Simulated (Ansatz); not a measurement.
```yaml
crystal:
  periodic: [false, false, false]
  atoms:
    - {symbol: C, position_ang: [-0.825667, -0.748558, 0.327963]}
    - {symbol: C, position_ang: [0.478045, -0.413096, -0.166367]}
    - {symbol: Ga, position_ang: [0.653582, 0.667003, -1.063599]}
    - {symbol: C, position_ang: [0.653582, 0.617003, -1.113599]}
    - {symbol: S, position_ang: [-0.530557, 1.615330, -1.668803]}
    - {symbol: Al, position_ang: [-1.624627, 2.008877, 0.023842]}
    - {symbol: H, position_ang: [-0.942571, -0.402926, 1.377883]}
    - {symbol: H, position_ang: [-1.061442, -1.730765, 0.483027]}
    - {symbol: H, position_ang: [-1.622473, -0.198683, -0.250588]}
    - {symbol: H, position_ang: [3.612559, -1.069041, -0.484628]}
    - {symbol: H, position_ang: [1.919413, -2.651047, 1.244473]}
    - {symbol: H, position_ang: [1.665149, 0.601915, -1.617817]}
    - {symbol: H, position_ang: [-0.599151, 2.201555, 1.490345]}
    - {symbol: H, position_ang: [-3.152492, 2.039948, 0.103155]}
basis:
  gaussian: {orbitals: cc-pVTZ}
hamiltonian: {xc: {name: wPBEh}}
output: {forces: true}
```

```sh
$ ansatz run in.yaml --threads 2 --pin off --events-out ev --progress --plain --max-ram 22528MiB --backend cuda --devices 0, --max-vram 18GiB
```

Output, abridged:

```
Functional definition: wPBEh
1968 factors; their error is unknown
141 factors; integrals over basis functions are off by at most 1.6e-6 eV
mean field evaluation 1: about -50348.5014 eV, gradient 2.0e2 eV
mean field evaluation 2: about -50134.1772 eV, gradient 2.7e2 eV
mean field evaluation 4: about -50364.5813 eV, gradient 6.7e1 eV
mean field evaluation 8: about -50381.2368 eV, gradient 1.9e1 eV
mean field evaluation 16: about -50384.8602 eV, gradient 1.0e0 eV
a density is far from that of the atoms, so the factors are made again for it
2084 factors; integrals over basis functions are off by at most 1.3e-3 eV
141 factors; integrals over basis functions are off by at most 1.6e-6 eV
mean field evaluation 32: about -50384.8885 eV, gradient 1.9e-4 eV
mean field -50384.88851225 eV, -1851.6105007210 hartree, gradient 1.5e-5 eV, S^2 0.000000; 0 other end points of the search recorded, 1 dependent functions left out
reference -50384.88856991 eV, -1851.6105028402 hartree; 43, 43 occupied and 269, 269 virtual orbitals, 2084 factors
Total energy: -50384.88856991 eV, -1851.6105028402 hartree
Atom 0 at    -0.825667    -0.748558     0.327963 Å, force     4.977956     3.336781     1.362399 eV/Å
Atom 1 at     0.478045    -0.413096    -0.166367 Å, force    -0.061726     0.970695     1.600199 eV/Å
Atom 2 at     0.653582     0.667003    -1.063599 Å, force   102.764784 325766.470543 325811.590995 eV/Å
Atom 3 at     0.653582     0.617003    -1.113599 Å, force  -101.834474 -325778.809794 -325807.047572 eV/Å
Atom 4 at    -0.530557     1.615330    -1.668803 Å, force   -14.142015     9.389415    -7.383407 eV/Å
Atom 5 at    -1.624627     2.008877     0.023842 Å, force     0.846382    -2.069668     4.311524 eV/Å
Atom 6 at    -0.942571    -0.402926     1.377883 Å, force    -0.577487     1.262406    -0.723821 eV/Å
Atom 7 at    -1.061442    -1.730765     0.483027 Å, force    -0.344424    -1.681589    -1.575085 eV/Å
Atom 8 at    -1.622473    -0.198683    -0.250588 Å, force    -0.079694     0.640850    -1.791734 eV/Å
Atom 9 at     3.612559    -1.069041    -0.484628 Å, force    -1.139902     0.137323     0.196519 eV/Å
Atom 10 at     1.919413    -2.651047     1.244473 Å, force    -0.182172     0.647519    -0.307510 eV/Å
Atom 11 at     1.665149     0.601915    -1.617817 Å, force    10.749483    -0.302093     2.014947 eV/Å
Atom 12 at    -0.599151     2.201555     1.490345 Å, force    -0.604761    -0.390954    -1.928698 eV/Å
Atom 13 at    -3.152492     2.039948     0.103155 Å, force    -0.371952     0.398565    -0.318754 eV/Å
Dipole moment:    -1.276917     1.098272    -0.734946 e Å
```

**Question.** Something in this input is off. What?

**Answer.** One atom was put on top of another. Self-consistency was reached. The result belongs to that input, not to the molecule as meant.
